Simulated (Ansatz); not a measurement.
# Reading a saddle point

A first-order saddle point of CH6AlBr, singlet, PBE0-D4/def2-TZVP, with one imaginary mode of 384i cm⁻¹:

```
9
angstrom
Al -1.0461 -0.0050 -0.3313
Br -0.0925 -2.4745 0.1719
H -1.3225 -0.0433 -1.8886
H -2.1656 0.1714 0.7725
H 0.5478 -1.0909 0.2627
C 0.7863 0.6648 0.1946
H 1.1070 0.5853 1.2365
H 0.5507 1.7312 0.0447
H 1.6349 0.4609 -0.4630
```

Program: Ansatz 0.2.0. Basis: def2-TZVPP and def2-QZVPP. Cores are frozen in the correlated methods. Filled d shells of the heavier atoms are correlated. The def2 sets are not built for correlating such inner shells, so the correlated values are less sure here. Extrapolation: Hartree–Fock as exp(−7.88 √X), correlation as X^−2.97.

Task: Which contacts change along the imaginary mode, and what lies on either side? (A judgement: the text doesn't fix the answer.)

Result: The calculation gives: The step is AlH₂Br ([AlH2][Br]) + CH₄ → CH₅Al ([CH3][AlH2]) + HBr (still joined by a long Al–Br bond), with the molecules in contact on both sides. Shortening one way: Al1–C6, Br2–H5; lengthening the same way: Al1–Br2, H5–C6.
```tsv
pair	one side (Å)	saddle (Å)	other side (Å)
Al1–C6	2.84	2.02	1.96
Br2–H5	2.96	1.53	1.42
Al1–Br2	2.27	2.69	2.82
H5–C6	1.10	1.77	3.05
```

Task: Which side is lower, and how far does the saddle lie above each? (Judge from chemistry; the value comes from the calculation.)

Result: Computed: The side with Al1–Br2, H5–C6 short is lower by 160.9 kJ/mol; the saddle lies 190.1 kJ/mol above it and 29.2 kJ/mol above the other (CCSD(T) at an estimated basis limit (MP2 extrapolated from triple and quadruple zeta, plus CCSD(T) − MP2 in triple zeta); electronic energies).

T1 diagnostic: at most 0.009. The start structure is not quite a true minimum (one mode of 66i cm⁻¹). The end structure is not quite a true minimum (one mode of 55i cm⁻¹).

Labels in which every atom is bracketed show which atoms are joined, not bond orders.

For scale, one of the runs: CCSD(T)/def2-TZVPP, 205 basis functions, launched by `ansatz run in.yaml --threads 4 --pin off --events-out ev --progress --plain --max-ram 9574MiB`. The run took 15 s on 4 CPU threads of an Intel Xeon 6975P-C (shared host), with 2.8 GiB of host memory at its peak.
